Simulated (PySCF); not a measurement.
# Radial density of Mn⁺ (manganese, charge +1)

UHF, [Ar] 3d4 4s1 5s1, high-spin 7D determinant (an excited configuration). Calculation: PySCF 2.14, in x2c-TZVPPall with one added diffuse shell each of s, p, d, f type (7s6p5d3f1g, 80 functions); the spin-free X2C one-electron Hamiltonian (Gaussian nucleus).

| r (bohr) | 4πr²ρ (e/bohr) | 4πr²(ρα − ρβ) |
| --- | --- | --- |
| 0.00106 | 0.2004 | 0.0002 |
| 0.00179 | 0.5094 | 0.0004 |
| 0.00301 | 1.280 | 0.0010 |
| 0.00506 | 3.103 | 0.0023 |
| 0.00851 | 7.045 | 0.0051 |
| 0.0143 | 14.31 | 0.0100 |
| 0.0241 | 24.16 | 0.0151 |
| 0.0405 | 30.11 | 0.0138 |
| 0.0681 | 25.69 | 0.0059 |
| 0.115 | 24.62 | 0.0475 |
| 0.193 | 33.31 | 0.2847 |
| 0.324 | 19.29 | 1.2018 |
| 0.545 | 12.39 | 3.2933 |
| 0.917 | 12.65 | 3.4797 |
| 1.54 | 3.034 | 1.5545 |
| 2.60 | 0.6161 | 0.5928 |
| 4.37 | 0.1979 | 0.1979 |
| 7.34 | 0.1548 | 0.1548 |
| 12.4 | 0.007685 | 0.0077 |

Densities and radii are taken from the X2C orbitals without a picture-change correction, which distorts them close to the nucleus.

The outer electron is Rydberg-like, and this basis confines it to a smaller radius and binds it less than a complete one would.
